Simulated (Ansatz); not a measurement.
Relaxation of SbH₂Br with RKS r2SCAN-D4/def2-TZVP.

```sh
$ ansatz run in.yaml --threads 4 --pin off --events-out ev --progress --plain --max-ram 3916MiB
```

```yaml
crystal:
  periodic: [false, false, false]
  atoms:
    - {symbol: Sb, position_ang: [0.084720, 0.157060, 0.860290]}
    - {symbol: H, position_ang: [1.458040, 0.123300, -0.150680]}
    - {symbol: H, position_ang: [-0.572520, 1.342490, -0.175390]}
    - {symbol: Br, position_ang: [-0.970240, -1.622850, -0.534220]}
basis:
  gaussian: {orbitals: def2-TZVP}
hamiltonian: {xc: r2scan, dispersion: d4}
scf: {lower_state_search: "off"}
output: {orbitals: {seedname: orbitals}}
relax: {f_tol: 0.02, max_steps: 100}
```

Run time 5.5 s (4 threads of Arm Neoverse V1 on a shared host).

Positions (Å) and forces (eV/Å) at steps 1, 2, 4, 5 of 5:

```xyz
4
step=1 energy=-76619.3959 eV
Sb    0.085    0.157    0.860    0.068    0.118   -0.106
H     1.458    0.123   -0.151    0.206    0.085    0.098
H    -0.573    1.342   -0.175   -0.020    0.224    0.100
Br   -0.970   -1.623   -0.534   -0.254   -0.427   -0.092
4
step=2 energy=-76619.3677 eV rejected
Sb    0.068    0.129    0.744   -0.070   -0.113    0.240
H     1.577    0.183   -0.100   -0.301   -0.052   -0.143
H    -0.575    1.478   -0.125    0.096   -0.294   -0.140
Br   -1.069   -1.790   -0.519    0.274    0.460    0.044
4
step=4 energy=-76619.4323 eV
Sb    0.075    0.141    0.813    0.017    0.029   -0.005
H     1.506    0.155   -0.131   -0.013   -0.003    0.008
H    -0.567    1.401   -0.156    0.004   -0.012    0.009
Br   -1.014   -1.697   -0.527   -0.008   -0.014   -0.012
4
step=5 energy=-76619.4324 eV
Sb    0.075    0.142    0.814    0.002    0.004    0.004
H     1.505    0.155   -0.131    0.002   -0.001   -0.001
H    -0.567    1.400   -0.155   -0.002    0.001   -0.001
Br   -1.014   -1.697   -0.527   -0.002   -0.003   -0.003
```

In the def2 sets Sb takes a core potential; there is no spin–orbit coupling.
